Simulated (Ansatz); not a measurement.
Computed with Ansatz on PBE0-D4/def2-TZVP structures; ΔE is electronic, products minus reactants. CBS: MP2 limit from def2 TZ/QZ plus the TZ coupled-cluster correction, frozen cores. This one scheme is used for every species. Functionals use def2-TZVPP. HSE06 is defined as in plane-wave codes. Elements past krypton have def2 core potentials. For Ga, I outer-core shells are correlated without core-valence functions, which leaves a few kJ/mol of doubt a bond. Scalar relativity is left out up to krypton.

`B[O][GaH2]` + HI → `[GaH2][I]` + `BO`  (ligand exchange at a Ga–O bond)

```json
{"level": "LDA (SPW92)", "ΔE (kJ/mol)": "-79.6"}
{"level": "B97M-V", "ΔE (kJ/mol)": "-73.1"}
{"level": "PBE0-D4", "ΔE (kJ/mol)": "-88.5"}
{"level": "r2SCAN0-D4", "ΔE (kJ/mol)": "-86.4"}
{"level": "ωB97M-V", "ΔE (kJ/mol)": "-80.6"}
{"level": "r2SCAN", "ΔE (kJ/mol)": "-81.5"}
{"level": "HSE06", "ΔE (kJ/mol)": "-89.3"}
{"level": "SCS-MP2/def2-QZVPP", "ΔE (kJ/mol)": "-78.7"}
```

**Question.** What does CCSD(T)/CBS give? (Estimate.)

**Answer.** Ansatz gave: -83.2 kJ/mol. The listed levels differ from it by 3.6, 10.1, -5.3, -3.2, 2.6, 1.7, -6.1, 4.5 kJ/mol.

Largest T1 diagnostic among the species: 0.016.

In def2-TZVPP, CCSD(T) changes the Hartree–Fock value by +8.5 kJ/mol (the triples alone add +0.1 kJ/mol) and MP2 by +3.0 kJ/mol. At CCSD(T), def2-SVP lies +9.3 kJ/mol from the extrapolated value and def2-TZVPP +8.3 kJ/mol.
